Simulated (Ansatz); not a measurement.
System: sum formula Si$_{2}$H$_{4}$F, charge 0, multiplicity 2. It need not be the lowest isomer of its formula. 
Structure (B3LYP-D3(BJ)/def2-TZVP (Ansatz, a program for electronic structure) minimum search):
SMILES: [SiH]([SiH3])F
```xyz
7

F      1.5659    -0.9339     0.4305
Si     0.8118     0.2504    -0.3742
Si    -1.4969     0.1987     0.0664
H      1.4706     1.5245     0.0329
H     -1.8092     0.3258     1.5123
H     -2.0982     1.3374    -0.6689
H     -2.0654    -1.0703    -0.4425
```
Charge 0, spin multiplicity 2.

Dipole moments at this geometry, in debye (magnitudes).

```json
[
 {"level": "PBE0/def2-TZVPD", "program": "Ansatz", "dipole (D)": "1.28"},
 {"level": "BHLYP/def2-TZVPD", "program": "Ansatz", "dipole (D)": "1.39"},
 {"level": "r2SCAN0/def2-TZVPD", "program": "Ansatz", "dipole (D)": "1.29"},
 {"level": "HSE06/def2-TZVPD", "program": "Ansatz", "dipole (D)": "1.27"},
 {"level": "CAM-B3LYP/def2-TZVPD", "program": "Ansatz", "dipole (D)": "1.33"},
 {"level": "CCSD(T)/aug-cc-pV(D+d)Z", "program": "Ansatz", "dipole (D)": "1.27"}
]
```
